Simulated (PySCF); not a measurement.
Species: C3H7NO2Si.
Cartesian coordinates in Å at the PBE0-D3(BJ)/def2-SVP level; atoms count from 1:
```
atom  x, y, z in Å
C1     2.650    0.603    0.714
C2     1.591    0.240    1.442
O3     0.348   -0.015    0.980
Si4   -0.199    0.060   -0.620
C5    -2.048   -0.407   -0.512
N6    -2.541   -0.668    0.719
O7    -2.695   -0.448   -1.543
H8     2.603    0.734   -0.371
H9     3.606    0.781    1.207
H10    1.656    0.114    2.528
H11   -0.048    1.437   -1.165
H12    0.534   -0.918   -1.471
H13   -1.940   -0.608    1.532
H14   -3.520   -0.912    0.827
```

Computed, not measured: core-valence-separated Tamm–Dancoff BHandHLYP/aug-pcX-1 (pcseg-1 on H, def2-SVPD on Si) in PySCF, non-relativistic, gas phase, PBE0-D3(BJ)/def2-SVP geometry. The energies are unshifted.

The lowest roots of each edge with f over 0.003 (five at most, numbered afresh; weaker and dark ones are left out), with transition dipoles (au) in the frame of the coordinates:

```json
{"root": "1", "edge": "C", "E (eV)": "282.99", "μx": "0.0215", "μy": "-0.0846", "μz": "-0.0111"}
{"root": "2", "edge": "C", "E (eV)": "284.27", "μx": "-0.0247", "μy": "0.1012", "μz": "0.0115"}
{"root": "3", "edge": "C", "E (eV)": "284.39", "μx": "0.0249", "μy": "-0.0984", "μz": "-0.0129"}
{"root": "4", "edge": "C", "E (eV)": "285.58", "μx": "-0.0308", "μy": "-0.0100", "μz": "0.0167"}
{"root": "5", "edge": "C", "E (eV)": "285.92", "μx": "0.0238", "μy": "-0.0009", "μz": "0.0527"}
{"root": "6", "edge": "N", "E (eV)": "399.39", "μx": "-0.0116", "μy": "0.0488", "μz": "0.0054"}
{"root": "7", "edge": "N", "E (eV)": "400.34", "μx": "0.0156", "μy": "0.0066", "μz": "-0.0291"}
{"root": "8", "edge": "N", "E (eV)": "401.23", "μx": "0.0538", "μy": "0.0104", "μz": "0.0228"}
{"root": "9", "edge": "N", "E (eV)": "402.61", "μx": "0.0062", "μy": "-0.0250", "μz": "-0.0029"}
{"root": "10", "edge": "N", "E (eV)": "403.12", "μx": "-0.0108", "μy": "-0.0043", "μz": "0.0159"}
{"root": "11", "edge": "O", "E (eV)": "529.19", "μx": "-0.0133", "μy": "0.0547", "μz": "0.0062"}
{"root": "12", "edge": "O", "E (eV)": "532.88", "μx": "0.0231", "μy": "0.0066", "μz": "-0.0091"}
{"root": "13", "edge": "O", "E (eV)": "533.43", "μx": "0.0004", "μy": "0.0076", "μz": "-0.0282"}
{"root": "14", "edge": "O", "E (eV)": "533.45", "μx": "0.0082", "μy": "-0.0316", "μz": "-0.0074"}
{"root": "15", "edge": "O", "E (eV)": "534.29", "μx": "-0.0040", "μy": "0.0154", "μz": "0.0025"}
```

What are the oscillator strengths?

f = (2/3) ΔE |μ|², with ΔE in hartree (27.2114 eV):

```csv
root,ΔE (Eh),|μ|² (au),f,core hole on
1,10.3997,0.007743,0.054,C1
2,10.4467,0.010984,0.077,C5
3,10.4511,0.010469,0.073,C2
4,10.4947,0.001328,0.009,C1
5,10.5075,0.003345,0.023,C1
6,14.6774,0.002545,0.025,N6
7,14.7124,0.001134,0.011,N6
8,14.7449,0.003522,0.035,N6
9,14.7957,0.000672,0.007,N6
10,14.8143,0.000388,0.004,N6
11,19.4473,0.003207,0.042,O7
12,19.5830,0.000660,0.009,O7
13,19.6033,0.000853,0.011,O3
14,19.6039,0.001121,0.015,O3
15,19.6348,0.000259,0.003,O3
```

Molecules are fixed in this frame and the field points along (1, 0, −1)/√2. What effective strengths 3 f cos²θ do the roots have (θ between field and μ)?

root 1 (C1): 0.011, root 2 (C5): 0.014, root 3 (C2): 0.015, root 4 (C1): 0.024, root 5 (C1): 0.009, root 6 (N6): 0.004, root 7 (N6): 0.029, root 8 (N6): 0.014, root 9 (N6): 0.001, root 10 (N6): 0.011, root 11 (O7): 0.007, root 12 (O7): 0.020, root 13 (O3): 0.016, root 14 (O3): 0.005, root 15 (O3): 0.001. Root 7 is the strongest. Averaged over all orientations cos²θ is 1/3, which gives f back.

One conformer stands for the species.
